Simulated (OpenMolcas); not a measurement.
Computed levels of 4d in ions with 37 electrons, in cm-1 above ²D_3/2.

```
Program             : OpenMolcas 26.06
Method              : SS-CASPT2, IPEA 0.25 Eh, imaginary shift 0.1 Eh
Basis               : ANO-R3
Scalar Hamiltonian  : X2C, finite nucleus
Spin-orbit coupling : state interaction with AMFI integrals over the reference wave functions, term energies averaged over their components
```

Active space for each ion: 1 electron in 5 orbitals (4d); closed shells correlated by CASPT2: 4s 4p.

```csv
Level,Zr3+,Mo5+,Tc6+,Ru7+
²D_5/2,1211,2430,3140,4040
```

Q: Estimate ²D_5/2 for Nb4+ from its neighbours Zr3+ and Mo5+.

A: ²D_5/2 is fine structure, which grows about as the fourth power of a screened charge, so the fourth roots are averaged: ((1211^0.25 + 2430^0.25) / 2)^4 = 1742. The calculation gives 1782, so the estimate is off by -2.2 %; the measured value is 1870 (Moore, Atomic Energy Levels, vol. II, NSRDS-NBS 35 (1971 reprint of NBS Circular 467, 1952)).

Term energies are means over components that CASPT2 splits; among the terms shown or strongly mixed into the levels shown the widest spread is 13 cm-1 (4d ²D, Mo5+). With one active electron, CASPT2 adds the correlation within the correlated inactive shells and between them and that electron, and leaves the splitting within a term as the reference gives it. Computed and measured levels are paired by configuration, term and J; levels that our copy of the source lacks, or whose pairing is in doubt (as where it misses far off the trend of its configuration), stay unpaired and out of the deviations. Only configurations of the active space appear.
